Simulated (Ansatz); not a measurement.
Calculated with Ansatz (gas phase, PBE0-D4/def2-TZVP geometries, no zero-point term in ΔE). CBS: MP2 limit from def2 TZ/QZ plus the TZ coupled-cluster correction, frozen cores. For Ge outer-core shells are correlated without core-valence functions, which leaves a few kJ/mol of doubt a bond. Scalar relativity is left out up to krypton. Each species was taken in one conformer, which may not be the lowest.

Reaction (redistribution): `F[SiH2]S[SiH](F)F` + `F[SiH](F)[NH][GeH3]` → `F[SiH2]N[SiH](F)F` + `F[SiH](F)[S][GeH3]`

```tsv
species	CCSD(T)/CBS(def2) energy (Eh)
`F[SiH2]S[SiH](F)F`	-1277.37540
`F[SiH](F)[NH][GeH3]`	-2622.66525
`F[SiH2]N[SiH](F)F`	-934.91965
`F[SiH](F)[S][GeH3]`	-2965.14032
```

(1) Work out ΔE.

Largest T1 diagnostic among the species: 0.012.

Results:

(1) ΔE = (-934.91965) + (-2965.14032) − (-1277.37540) − (-2622.66525) = -0.01932 Eh = -12.1 kcal/mol.

In def2-TZVPP, CCSD(T) changes the Hartree–Fock value by +1.1 kcal/mol (the triples alone add +0.2 kcal/mol) and MP2 by +1.1 kcal/mol.
